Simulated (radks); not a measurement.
Problem. Species: Tb-. Configuration: [Xe] 4f10 6s2. All-electron calculation, scalar-relativistic Kohn-Sham, r2SCAN, spin-unpolarised, spherical densities, finite nucleus; meta-GGA in the generalised Kohn-Sham scheme; Fermi nuclear charge, rms radius 5.06 fm; hard spherical wall at 5 bohr. Program: a radial shooting solver on a logarithmic mesh with Libxc functionals. Some entries of the table are withheld. Estimate them.

orbital,occ.,eigenvalue (eV),<r> (bohr)
1s,2,-51911.32,0.02151
2s,2,-8612.047,0.09147
2p,6,-7647.310,0.08089
3s,2,-1903.722,0.2390
3p,6,-1604.647,0.2378
3d,10,-1214.931,0.2165
4s,2,-366.2902,0.5420
4p,6,-267.4181,0.5742
4d,10,-131.1835,0.6254
5s,2,-32.4143,1.355
5p,6,-10.1430,1.640
6s,2,(1),3.043
5d,0,12.7993,2.564
4f,10,(2),1.007
6p,0,17.0380,3.114
7s,0,42.0352,2.918

Solution. 
(1) 6s eigenvalue (eV): 10.5953
(2) 4f eigenvalue (eV): 14.7517
